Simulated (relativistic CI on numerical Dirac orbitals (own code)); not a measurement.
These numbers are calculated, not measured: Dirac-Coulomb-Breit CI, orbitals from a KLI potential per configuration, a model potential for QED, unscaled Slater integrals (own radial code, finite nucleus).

The strongest absorption lines from the ground level of an ion, among the configurations computed and to levels below about 91700 eV (vacuum wavelength in Å, gf): 0.1352 (0.0085), 0.1368 (0.015), 0.1398 (0.031), 0.1403 (0.014), 0.1469 (0.083), 0.1481 (0.04), 0.1711 (0.4), 0.1768 (0.24).

Question: Which ion is it?
A. W LXXIII
B. Rn LXXXV
C. Hg LXXIX
D. Hg LXXVII

Answer: C. Hg LXXIX has 2 electrons and the ground level 1s2 1S_0; the strongest line goes to 1s.2p 1P°_1. The pattern of lines fixes the number of electrons, and along that sequence the line energies rise steadily with the charge (about as its square where n changes within one kind of shell, about linearly where n is kept but much faster in heavy ions where fine structure, which grows about as Z⁴, sets the gap, and irregularly where shells cross), which fixes Z. Configurations outside the model, such as inner-shell arrays, can give stronger lines. At this charge energies of transitions that change n are usually good to better than 1 %, and those within a shell (Δn = 0) to a few per cent.

LS names give the leading component of a level, which can be under half, so a name can repeat, a term be missing and a line seem to break the LS rules.
